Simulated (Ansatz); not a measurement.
Ansatz (a program for electronic structure) input (MP2/STO-3G):

Ansatz 0.2 input:
```yaml
crystal:
  periodic: [false, false, false]
  atoms:
    - {symbol: C, position_ang: [-0.75978800, 0.05014500, 0.07071500]}
    - {symbol: C, position_ang: [0.75978800, -0.05014500, -0.07071500]}
    - {symbol: Cl, position_ang: [1.34153400, -1.61205400, 0.56736100]}
    - {symbol: Cl, position_ang: [1.55485000, 1.28751300, 0.80316900]}
    - {symbol: Cl, position_ang: [-1.55485000, -1.28751300, -0.80316900]}
    - {symbol: Cl, position_ang: [-1.34153400, 1.61205400, -0.56736100]}
    - {symbol: H, position_ang: [-1.05489900, -0.01286700, 1.11249200]}
    - {symbol: H, position_ang: [1.05489900, 0.01286700, -1.11249200]}
basis:
  gaussian:
    orbitals: STO-3G
magnetization: {spin_polarized: false}
correlation: {method: mp2, electrons: outside_noble_gas}
```

Output:

```
Functional definition: HF
integrals: 0.01 GiB planned
570 factors; integrals over basis functions are off by at most 2.7e-5 eV
mean field: 0.23 GiB planned
mean field evaluation 1: about -51537.6896 eV, gradient 4.4e1 eV
mean field evaluation 2: about -51537.9179 eV, gradient 4.4e1 eV
mean field evaluation 4: about -51545.7283 eV, gradient 2.1e0 eV
mean field evaluation 8: about -51545.7529 eV, gradient 2.1e-4 eV
mean field -51545.75292276 eV, -1894.2714809451 hartree, gradient 6.6e-7 eV, S^2 0.000000; 0 other end points of the search recorded, 0 dependent functions left out
22 core orbitals not correlated
reference -51545.75292276 eV, -1894.2714809451 hartree; 19, 19 occupied and 7, 7 virtual orbitals, 570 factors
second order -3.95885958 eV of doubles, -0.00000000 eV of singles
Total energy: -51549.71178233 eV, -1894.4169663511 hartree
```

The geometry given is a B3LYP-D3(BJ)/def2-TZVP minimum.
